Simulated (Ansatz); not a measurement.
One change: `[F][Hf]([F])([F])[I]` becomes `C[N](C)[Hf]([F])([F])[F]`.

Ansatz, PBE0-D4/def2-TZVP geometries, multiplicity 1. Each molecule was computed in one conformer, which needn't be the lowest.

Elements past krypton have def2 core potentials.

```tsv
property	`[F][Hf]([F])([F])[I]`
size of the dipole moment (ωB97M-V/def2-TZVPP) / D	0.07
HOMO energy (PBE/def2-TZVPP) / eV	-7.23
HOMO–LUMO gap (B3LYP/def2-TZVPP) / eV	6.50
size of the dipole moment (PBE/def2-TZVPP) / D	0.23
HOMO energy (B3LYP/def2-TZVPP) / eV	-8.14
HOMO energy (ωB97M-V/def2-TZVPP) / eV	-10.47
```

Q: What does the change do to each property? (Best estimate.)

A: Computed: 
```tsv
property	`C[N](C)[Hf]([F])([F])[F]`	shift
size of the dipole moment (ωB97M-V/def2-TZVPP) / D	2.51	2.44
HOMO energy (PBE/def2-TZVPP) / eV	-5.70	1.53
HOMO–LUMO gap (B3LYP/def2-TZVPP) / eV	6.09	-0.41
size of the dipole moment (PBE/def2-TZVPP) / D	2.59	2.36
HOMO energy (B3LYP/def2-TZVPP) / eV	-6.80	1.34
HOMO energy (ωB97M-V/def2-TZVPP) / eV	-9.26	1.21
```

With PBE0 the HOMO rises by 1.39 eV and the LUMO rises by 1.03 eV, so the gap narrows by about 0.36 eV. PBE moves the HOMO by 1.53 eV and ωB97M-V by 1.21 eV. Dipoles are sizes alone; their direction can turn.

B3LYP here is the variant with VWN-RPA as its local correlation; programs differ in this.

Spin–orbit coupling is left out; it splits and shifts lone-pair levels of the heavy atoms by tenths of an eV.
